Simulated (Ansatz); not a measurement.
```yaml
crystal:
  periodic: [false, false, false]
  atoms:
    - {symbol: C, position_ang: [-0.692703, -1.798234, -1.136678]}
    - {symbol: C, position_ang: [-0.943392, -0.675628, -1.024497]}
    - {symbol: C, position_ang: [-0.194763, -0.140646, -1.414894]}
    - {symbol: C, position_ang: [-0.325371, 0.752503, -0.962873]}
    - {symbol: C, position_ang: [-0.255698, 1.018539, -0.079791]}
    - {symbol: O, position_ang: [-0.903340, 1.388899, 0.373828]}
    - {symbol: O, position_ang: [0.495994, 0.582957, 0.245358]}
    - {symbol: C, position_ang: [0.521741, 0.642048, 1.286664]}
    - {symbol: C, position_ang: [1.649762, 0.642550, 1.467347]}
    - {symbol: C, position_ang: [0.089118, -0.047222, 1.755575]}
    - {symbol: H, position_ang: [-0.709938, -1.597592, -1.790279]}
    - {symbol: H, position_ang: [-0.112855, -1.772316, -0.934177]}
    - {symbol: H, position_ang: [-1.352385, -2.252253, -1.039499]}
    - {symbol: H, position_ang: [-0.941796, -0.747763, -0.221479]}
    - {symbol: H, position_ang: [-1.634380, -0.539967, -1.246648]}
    - {symbol: H, position_ang: [-0.171201, -0.151806, -1.869148]}
    - {symbol: H, position_ang: [0.425482, -0.381174, -1.189323]}
    - {symbol: H, position_ang: [-0.853739, 0.986240, -1.171161]}
    - {symbol: H, position_ang: [0.196649, 1.121383, -1.225820]}
    - {symbol: H, position_ang: [0.296041, 1.209585, 1.507819]}
    - {symbol: H, position_ang: [1.529859, 0.701283, 2.216507]}
    - {symbol: H, position_ang: [1.966779, 0.083389, 1.049706]}
    - {symbol: H, position_ang: [1.988535, 1.331809, 0.948925]}
    - {symbol: H, position_ang: [0.167840, -0.015994, 2.154537]}
    - {symbol: H, position_ang: [0.330196, -0.620820, 1.297558]}
    - {symbol: H, position_ang: [-0.643896, -0.029211, 1.605039]}
basis:
  gaussian: {orbitals: aug-cc-pVDZ, fitting: {mean_field: def2-universal-jkfit}, final_grid: {core_spheres: 5, valence_spheres: 4, degree: 11}, nuclear_model: gaussian}
hamiltonian: {xc: {name: wB97M-V}}
accuracy: high
```

```sh
$ ansatz run in.yaml --threads 4 --pin off --events-out ev --progress --plain --max-ram 66560MiB --backend cuda --devices 0, --max-vram 37GiB
```

Output, abridged:

```
Functional definition: wB97M-V
1042 factors; integrals over basis functions are off by at most 9.7e-2 eV
1042 factors; integrals over basis functions are off by at most 1.5e-5 eV
mean field evaluation 1: about -12313.3130 eV, gradient 2.0e2 eV
mean field evaluation 2: about -12207.9079 eV, gradient 2.7e2 eV
mean field evaluation 4: about -12378.9448 eV, gradient 1.7e1 eV
mean field evaluation 8: about -12379.4017 eV, gradient 2.7e0 eV
mean field evaluation 16: about -12379.4134 eV, gradient 5.5e-4 eV
mean field -12379.41337003 eV, -454.9350502809 hartree, gradient 5.7e-8 eV, S^2 0.000000; 0 other end points of the search recorded, 0 dependent functions left out
reference -12379.41338317 eV, -454.9350507637 hartree; 40, 40 occupied and 334, 334 virtual orbitals, 1042 factors
Total energy: -12379.41338317 eV, -454.9350507637 hartree
```

(1) What is wrong with this run?

Results:

(1) The geometry is squeezed to about two thirds of its size. The run converged. The result belongs to that input, not to the molecule as meant.
